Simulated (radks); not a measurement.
Results of a calculation; reference values are marked as such.
Question: The mean radii <r> (bohr) of the occupied orbitals of an atom or ion are listed with their occupations. Level of theory: Dirac Kohn-Sham, revPBE, spin-unpolarised, spherical densities, finite nucleus; Fermi nuclear charge, rms radius of each element as measured or else 0.836 A^(1/3) + 0.57 fm (a radial shooting solver on a logarithmic mesh with Libxc functionals).

orbital      occ.      <r>
1s1/2           2  0.02665
2s1/2           2   0.1142
2p1/2           2  0.09620
2p3/2           4   0.1020
3s1/2           2   0.3060
3p1/2           2   0.2961
3p3/2           4   0.3077
3d3/2           4   0.2786
3d5/2           6   0.2823
4s1/2           2   0.7168
4p1/2           2   0.7459
4p3/2           4   0.7736
4d3/2           4   0.8679
4d5/2           6   0.8784
5s1/2           1    1.749
5p1/2           1    1.962
5p3/2           2    2.030
4f5/2    0.428571    1.973
4f7/2    0.571429    1.990

Name the element and its charge. Open shells, if any, are shared by 2j + 1.

Answer: Z = 54, xenon, charge +3: Xe3+ in [Kr] 4d10 5s1 5p3 4f1. The 1s radius gives Z: for a bare nucleus <r> = (2 gamma + 1)/(2Z) with gamma = sqrt(1 - (Z/c)^2), 0.02628 bohr for Z = 54, and screening makes it slightly larger (0.02665 here). The occupations add up to 51, and the charge is Z minus that.
